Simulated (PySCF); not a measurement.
C7H13 (doublet state).
Z-matrix (Å and degrees, GFN2-xTB geometry), rows numbered from 1:
```
C 
C   1  1.4653
C   2  1.5638  1  111.66
C   3  1.4998  2  110.68  1   179.86
C   4  1.5009  3  114.65  2    92.74
C   4  1.3293  3  124.06  2   -85.35
C   6  1.4937  4  127.51  3    -1.05
H   1  1.0734  2  120.37  3   -84.72
H   1  1.0733  2  120.55  3    82.44
H   2  1.0926  1  110.71  3  -119.58
H   2  1.0918  1  110.79  3   119.63
H   3  1.0898  2  108.38  1    57.47
H   3  1.0909  2  108.34  1   -59.55
H   5  1.0870  4  111.34  3  -173.54
H   5  1.0895  4  110.26  3   -52.79
H   5  1.0903  4  110.17  3    65.89
H   6  1.0835  4  118.53  3   179.04
H   7  1.0907  6  109.82  4   117.07
H   7  1.0903  6  109.89  4  -125.02
H   7  1.0854  6  112.46  4    -3.76
```

The hyperfine couplings belong to this conformer and change with its torsions.

As a line formula: `[CH2]CC/C(C)=C\C` [radical].

Level of theory: PySCF, UKS B3LYP, pcH-1 on C H, non-relativistic, mean-field spin-orbit, GIAO. Geometry: GFN2-xTB, one conformer, isolated molecule. The geometry wasn't refined by DFT: couplings that depend on bond lengths, twists or pyramidal angles can differ widely from those at the functional's own minimum. No stability test was run, so a lower SCF solution isn't excluded.

Principal values of hyperfine tensors in MHz (contact and dipolar terms together), for some of the nuclei:

```json
{"atom": "C1", "isotope": "13C", "A1": "16.59", "A2": "17.37", "A3": "257.36"}
{"atom": "C3", "isotope": "13C", "A1": "84.77", "A2": "84.83", "A3": "105.67"}
{"atom": "H9", "isotope": "1H", "A1": "-100.03", "A2": "-61.33", "A3": "-22.09"}
{"atom": "H10", "isotope": "1H", "A1": "32.75", "A2": "33.18", "A3": "47.07"}
{"atom": "H11", "isotope": "1H", "A1": "26.96", "A2": "27.56", "A3": "41.40"}
{"atom": "C2", "isotope": "13C", "A1": "-34.12", "A2": "-31.81", "A3": "-29.53"}
{"atom": "C4", "isotope": "13C", "A1": "3.81", "A2": "5.11", "A3": "9.51"}
{"atom": "H13", "isotope": "1H", "A1": "-10.79", "A2": "-7.06", "A3": "3.17"}
```

**Question.** Give the isotropic coupling of each nucleus in MHz and in mT (g = 2.0026), and the anisotropic part.

**Answer.** a_iso = (A1 + A2 + A3)/3, Ti = Ai − a_iso; 1 mT corresponds to 28.028 MHz.

```tsv
atom	a_iso (MHz)	a_iso (mT)	T1	T2	T3
C1	97.11	3.465	-80.52	-79.74	160.26
C3	91.76	3.274	-6.99	-6.93	13.92
H9	-61.15	-2.182	-38.88	-0.18	39.06
H10	37.67	1.344	-4.92	-4.49	9.41
H11	31.97	1.141	-5.02	-4.41	9.42
C2	-31.82	-1.135	-2.30	0.01	2.29
C4	6.14	0.219	-2.34	-1.03	3.37
H13	-4.90	-0.175	-5.90	-2.16	8.06
```

**Question.** What spin density at the nucleus of H11 lies behind its contact coupling (g_N = 5.58569)?

**Answer.** a_FC = (2μ0/3) gₑ μB g_N μN ρ(0)/(2S·h) = 800.24 MHz × g_N × ρ(0)/(2S), with ρ in bohr⁻³. With a_FC = 31.97 MHz and 2S = 1, ρ(0) = 0.007153 bohr⁻³. In magnitude that is 2.2 % of the 1/π = 0.318 of a free hydrogen atom.

**Question.** H8 (1H, g_N = 5.58569) isn't in the table. Its spin density at the nucleus is -0.01367 bohr⁻³. What is its contact coupling?

**Answer.** By the same relation, a_FC = -61.1 MHz. Its full tensor has the principal values -100.01, -61.29, -22.06 MHz.

**Question.** Which nucleus of the table has the largest anisotropic coupling, and what is its form?

**Answer.** C1: -80.5, -79.7, 160.3 MHz, axial, in the ratio −1:−1:+2, the form that spin in one p orbital centred on that nucleus gives.

**Question.** What first-order splitting does H9 cause when the field lies along A1, A2 or A3 of its tensor (g taken as isotropic, no quadrupole term)?

**Answer.** 2 lines (I = 1/2), spaced by |A_i|/(g × 13.996): 3.57, 2.19, 0.79 mT along the axes of A1, A2 and A3.
